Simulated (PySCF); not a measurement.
IIn (SMILES [In][I]), singlet, geometry from GFN2-xTB (such geometries of metal compounds can be far from the true shape) (core potentials on I, In); B3LYP/def2-SVP, TDA triplets (PySCF).

PySCF was given this input:
```python
from pyscf import gto, scf, dft, tdscf

mol = gto.M(
    atom='''
In   -0.000000   -0.000000   -1.449299
I     0.000000    0.000000    1.339918
''',
    basis='def2-svp',
    ecp={'I': 'def2-svp', 'In': 'def2-svp'},
    charge=0,
    spin=0,
    verbose=4,
)

mf = dft.RKS(mol)
mf.xc = 'b3lyp'
mf.kernel()
td = mf.TDA()
td.nstates = 5
td.singlet = False
td.kernel()
td.analyze(verbose=3)
```

Task: Predict the main parts of the log of this PySCF run.

Result: 
```
PySCF version 2.14.0

[INPUT] verbose = 4
[INPUT] num. atoms = 2
[INPUT] num. electrons = 46
[INPUT] charge = 0
[INPUT] spin (= nelec alpha-beta = 2S) = 0
[INPUT] symmetry False subgroup None
[INPUT] Mole.unit = angstrom
[INPUT] Symbol           X                Y                Z      unit          X                Y                Z       unit  Magmom
[INPUT]  1 In     0.000000000000   0.000000000000  -1.449299000000 AA    0.000000000000   0.000000000000  -2.738778182606 Bohr   0.0
[INPUT]  2 I      0.000000000000   0.000000000000   1.339918000000 AA    0.000000000000   0.000000000000   2.532078049375 Bohr   0.0

nuclear repulsion = 99.604310361295
number of shells = 20
number of NR pGTOs = 122
number of NR cGTOs = 52
basis = def2-svp
ecp = {'I': 'def2-svp', 'In': 'def2-svp'}

******** <class 'pyscf.dft.rks.RKS'> ********
method = RKS
initial guess = minao
damping factor = 0
level_shift factor = 0
DIIS = <class 'pyscf.scf.diis.CDIIS'>
diis_start_cycle = 1
diis_space = 8
diis_damp = 0
SCF conv_tol = 1e-09
SCF conv_tol_grad = None
SCF max_cycles = 50
direct_scf = True
direct_scf_tol = 1e-13
XC library pyscf.dft.libxc version 7.1.2
    S. Lehtola, C. Steigemann, M. J. T. Oliveira, and M. A. L. Marques,  SoftwareX 7, 1–5 (2018)
XC functionals = b3lyp
    P. J. Stephens, F. J. Devlin, C. F. Chabalowski, and M. J. Frisch,  J. Phys. Chem. 98, 11623 (1994)
radial grids:
    Treutler-Ahlrichs [JCP 102, 346 (1995); DOI:10.1063/1.469408] (M4) radial grids

becke partition: Becke, JCP 88, 2547 (1988); DOI:10.1063/1.454033
pruning grids: <function nwchem_prune>
grids dens level: 3
symmetrized grids: False
atomic radii adjust function: <function treutler_atomic_radii_adjust>
small_rho_cutoff = 0
Set gradient conv threshold to 3.16228e-05
Initial guess from minao.
tot grids = 43832
init E= -435.616804687591
  HOMO = -1.26158911695686  LUMO = -0.903973446396657  gap/eV = 9.73122
cycle= 1 E= -486.089770537742  delta_E= -50.5  |g|= 3.26  |ddm|= 14.8
  HOMO = -0.0147030823148269  LUMO = 0.124002203468621  gap/eV = 3.77436
cycle= 2 E= -482.837453397783  delta_E= 3.25  |g|= 3.13  |ddm|= 9.26
  HOMO = -0.195738940344832  LUMO = -0.037589866324792  gap/eV = 4.30346
cycle= 3 E= -487.197158067498  delta_E= -4.36  |g|=  1.3  |ddm|= 7.01
  HOMO = -0.244892705928247  LUMO = -0.0944651156998411  gap/eV = 4.09334
cycle= 4 E= -488.065200723109  delta_E= -0.868  |g|= 0.232  |ddm|=  3.7
  HOMO = -0.217145588472402  LUMO = -0.0811601641660019  gap/eV = 3.70035
cycle= 5 E= -488.070187535553  delta_E= -0.00499  |g|= 0.14  |ddm|= 0.684
  HOMO = -0.240405381494455  LUMO = -0.0791425445748027  gap/eV = 4.38819
cycle= 6 E= -488.080005649905  delta_E= -0.00982  |g|= 0.0139  |ddm|= 0.253
  HOMO = -0.242828917782573  LUMO = -0.0794356268541612  gap/eV = 4.44616
cycle= 7 E= -488.080117717347  delta_E= -0.000112  |g|= 0.00135  |ddm|= 0.0361
  HOMO = -0.242842450798308  LUMO = -0.079596648844971  gap/eV = 4.44214
cycle= 8 E= -488.080118847324  delta_E= -1.13e-06  |g|= 0.000185  |ddm|= 0.00432
  HOMO = -0.242823639924592  LUMO = -0.0796081825716025  gap/eV = 4.44132
cycle= 9 E= -488.080118858722  delta_E= -1.14e-08  |g|= 6.33e-05  |ddm|= 0.000495
  HOMO = -0.242822198676052  LUMO = -0.0795981681783063  gap/eV = 4.44155
cycle= 10 E= -488.080118860578  delta_E= -1.86e-09  |g|= 2.17e-05  |ddm|= 0.000147
  HOMO = -0.242821195756491  LUMO = -0.0795990888360177  gap/eV = 4.44150
cycle= 11 E= -488.080118860814  delta_E= -2.36e-10  |g|= 2.39e-06  |ddm|= 3.82e-05
  HOMO = -0.242821174429621  LUMO = -0.0795996642849839  gap/eV = 4.44148
Extra cycle  E= -488.080118860812  delta_E= 1.82e-12  |g|= 3.35e-06  |ddm|= 1.14e-05
converged SCF energy = -488.080118860812

******** <class 'pyscf.tdscf.rks.TDA'> for <class 'pyscf.dft.rks.RKS'> ********
nstates = 5 triplet
deg_eia_thresh = 1.000e-03
wfnsym = None
conv_tol = 1e-05
eigh lindep = 1e-12
eigh level_shift = 0
eigh max_cycle = 100

Excitation energies (eV)
[3.03757273 3.03757273 3.50050023 3.58706479 3.5870654 ]

** Triplet excitation energies and oscillator strengths **
Excited State   1:      3.03757 eV    408.17 nm  f=0.0000
Excited State   2:      3.03757 eV    408.17 nm  f=0.0000
Excited State   3:      3.50050 eV    354.19 nm  f=0.0000
Excited State   4:      3.58706 eV    345.64 nm  f=0.0000
Excited State   5:      3.58707 eV    345.64 nm  f=0.0000
```
